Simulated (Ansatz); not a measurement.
`[AlH2][Se][SiH3]` + GeH₄ → `[SiH3][Se][GeH3]` + `[AlH3]`  (formal exchange of groups at the Se–Al bond)

Isolated molecules relaxed with PBE0-D4/def2-TZVP in Ansatz; ΔE leaves out vibrations. CCSD(T)/CBS is the MP2 limit (def2-TZVPP, def2-QZVPP) plus CCSD(T) − MP2 in def2-TZVPP, frozen cores. This one scheme is used for every species. Functionals use def2-TZVPP. HSE06 is defined as in plane-wave codes. For Ge, Se outer-core shells are correlated without core-valence functions, which leaves a few kJ/mol of doubt a bond. Scalar relativity is left out up to krypton.

Question: Is it downhill or uphill in electronic energy at CCSD(T)/CBS, and by how much? (An estimate is asked.)

Answer: The calculation gave: Uphill: ΔE = +76.1 kJ/mol.

Question: What do these levels give: LDA (SPW92), BLYP-D4, r2SCAN-D4, r2SCAN0-D4, HSE06-D4, CAM-B3LYP-D4, PBE0, RPA@PBE/def2-TZVPP, HF/def2-SVP, CCSD/def2-SVP, HF/CBS(def2), CCSD/CBS(def2)? (Best estimate.)

Answer: Computed: LDA (SPW92) 82.0, BLYP-D4 69.7, r2SCAN-D4 79.4, r2SCAN0-D4 78.8, HSE06-D4 75.6, CAM-B3LYP-D4 73.9, PBE0 77.2, RPA@PBE/def2-TZVPP 71.1, HF/def2-SVP 76.6, CCSD/def2-SVP 78.7, HF/CBS(def2) 72.7, CCSD/CBS(def2) 75.7 kJ/mol.

Question: What do rigid-rotor, harmonic-oscillator terms from PBE0-D4/def2-TZVP frequencies (298.15 K, 1 bar) make of the CCSD(T)/CBS value? (Estimate.)

Answer: The calculation gave: ΔZPE = -4.5 kJ/mol, ΔH = +72.7 kJ/mol, ΔS = 13 J/(mol·K), ΔG = +68.9 kJ/mol. Modes under 50 cm⁻¹ make the entropy rough.

Largest T1 diagnostic among the species: 0.012.

Leaving LDA and LC-ωPBE aside and taking each functional with its dispersion term where it has one, the values spread over 9.7 kJ/mol, from BLYP-D4 to r2SCAN-D4. LDA lies +5.2 kJ/mol from PBE without D4.
